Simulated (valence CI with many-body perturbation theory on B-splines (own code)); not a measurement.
**From CI to CI+MBPT in I V**

Calculated by valence CI with perturbative core correlation (CI+MBPT): three valence electrons over a frozen Dirac-Fock core [Kr] 4d10, radial functions for each j: 11 s, 11 p, 9 d, 7 f, 5 g, 2 h, 1 i, with the one-electron correlation potential Σ1 (screened to all orders), the two-electron term Σ2, the three-electron term Σ3, Breit, model QED; selected single and double excitations, second order for the rest, scaled by the run's own slope (own B-spline code, finite nucleus).

No measured spectrum was set against this ion. As an estimate, levels hold to about 250 cm⁻¹ or 0.2 % of their energy and the worst to 1 %, as in measured heavy ions of charge 2 to 7; those with d or f electrons hold less well. Core correlation moves these levels by up to 11000 cm⁻¹, and in measured spectra 5 to 20 % of such shifts remained as error; rates that hang on mixing are uncertain with them.

Each rung adds one term. CI alone is the Dirac-Coulomb CI over the frozen core; QED comes last and gives the full result, which names the levels. Energies are above 5s2 5p 2P°_1/2 on the same rung, in cm⁻¹.

Names give the largest LS component (configuration and term), which can be under half, so a name can repeat, a term be missing and a line seem to break the LS rules; names also repeat where a configuration has a term twice.

```
         Level  CI alone     Σ1     Σ2    Σ3  Breit   QED    Full
5s2 5p 2P°_3/2     11558   +719    +93  +4.5   -166   +21   12231
 5s 5p2 4P_1/2     75159  +2431  +3391   -16    +57  -273   80748
 5s 5p2 4P_3/2     80572  +2815  +3560  -4.5    -41  -260   86642
 5s 5p2 4P_5/2     86197  +3097  +3375  -1.8   -100  -251   92316
 5s 5p2 2D_3/2    104186  +3494  +1326  +2.5    -98  -231  108679
 5s 5p2 2D_5/2    106751  +3725  +1632  +6.6   -176  -221  111717
 5s 5p2 2P_1/2    126658  +3487  -3799  -114   -7.5  -261  125963
 5s 5p2 2S_1/2    138827  +4098  -3901  -122   -181  -237  138484
 5s 5p2 2P_3/2    142461  +4234  -6349  -102   -172  -232  139840
 5s2 5d 2D_3/2    153337  +5453  -3939   -15   -286   -16  154533
 5s2 5d 2D_5/2    154584  +5585  -3856  -9.0   -323  -7.3  155974
 5s2 6s 2S_1/2    173168  +7333  -2828   -94   -261  +118  177437
4f 5s2 2F°_7/2    191950  +2259  -4423   -38   -517   -13  189218
4f 5s2 2F°_5/2    192091  +2123  -4447   -41   -492   -13  189221
   5p3 2D°_3/2    197795  +6360   +825   -13   -5.5  -493  204468
   5p3 2D°_5/2    201442  +6771  +2300  +9.8   -151  -451  209921
   5p3 4S°_3/2    206663  +6256  -2218   -12    -97  -502  210089
5s2 6p 2P°_1/2    206913  +7653  -2683   -93   -221   +33  211603
5s2 6p 2P°_3/2    210561  +7751  -2585   -92   -272   +36  215399
```

The middle columns are the shifts that each term adds.

(1) How does the ionisation energy move along the ladder, and which term matters most?

Answers

(1) CI alone 50.687, + Σ1 51.923, + Σ2 51.508, + Σ3 51.497, + Breit 51.456, + QED 51.463 eV. The largest step is Σ1, 1.237 eV. NIST lists 51.52 ± 0.04 eV (measured).
